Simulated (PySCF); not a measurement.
## How methods differ on the ionisation energy of Ag²⁺

Ag²⁺ [Kr] 4d9 [4d3/2^4 4d5/2^5, M_J = 5/2] → Ag³⁺ [Kr] 4d8 [4d3/2^4 4d5/2^4, M_J = 4], as a difference of total energies. Computed with PySCF 2.14 in x2c-QZVPPall-2c (13s12p9d4f2g, 140 functions), with the two-component X2C-1e Hamiltonian. Correlated levels: [Ar] 3d10 frozen; the 32 highest virtual spinors dropped. "Screened" scales the spin-orbit matrix elements by Boettger's factors to mimic the two-electron term; Breit and QED terms are absent.

```tsv
method	ionisation energy (eV)
GHF (spin-free)	33.064
GMP2 (spin-free)	34.920
GHF (screened spin-orbit)	32.894
GMP2 (screened spin-orbit)	34.744
```

Problem. How much does correlation contribute at GMP2 (screened spin-orbit)?

Solution. 34.744 − (32.894) = 1.850 eV, measured against GHF (screened spin-orbit).

The spin-free rows relax to the high-spin LS determinant and lack the spin-orbit shift.

The labels give the starting determinants; with spin-orbit coupling the two ends relaxed to ⟨J²⟩ = 8.76, ⟨L²⟩ = 6.02, ⟨S²⟩ = 0.77 and ⟨J²⟩ = 20.01, ⟨L²⟩ = 12.08, ⟨S²⟩ = 2.00.

For comparison: 34.8 ± 0.3 eV (semi-empirical (NIST evaluation); NIST Atomic Spectra Database, ionization energies).
